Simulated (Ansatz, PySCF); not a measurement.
Stepwise substitution at one centre (Al CH3-NH2). Gas-phase values, no solvent. Strings in code marks are SMILES.

Quantity: vertical ionisation energy (energy after one electron is removed minus that of the parent at the parent's geometry), in eV.

Level 1: frozen-core CCSD(T)/cc-pVTZ // B3LYP-D3(BJ)/def2-TZVP (Ansatz, an electronic-structure program)
Level 2: B3LYP/6-31G* // B3LYP-D3(BJ)/def2-TZVP (PySCF)
Level 3: minus the HOMO energy of HF/6-31G* // B3LYP-D3(BJ)/def2-TZVP (PySCF)
Level 4: minus the HOMO energy of SVWN5/6-31G* // B3LYP-D3(BJ)/def2-TZVP (PySCF)

```csv
species,level 2,level 3,level 4
`[NH2][Al]([NH2])[NH2]`,8.36,9.98,4.87
`[CH3][Al]([CH3])[NH2]`,9.08,10.41,5.57
```

Task: What does level 1 give for each?

Result: 
- `[NH2][Al]([NH2])[NH2]`: 9.25
- `[CH3][Al]([CH3])[NH2]`: 9.57
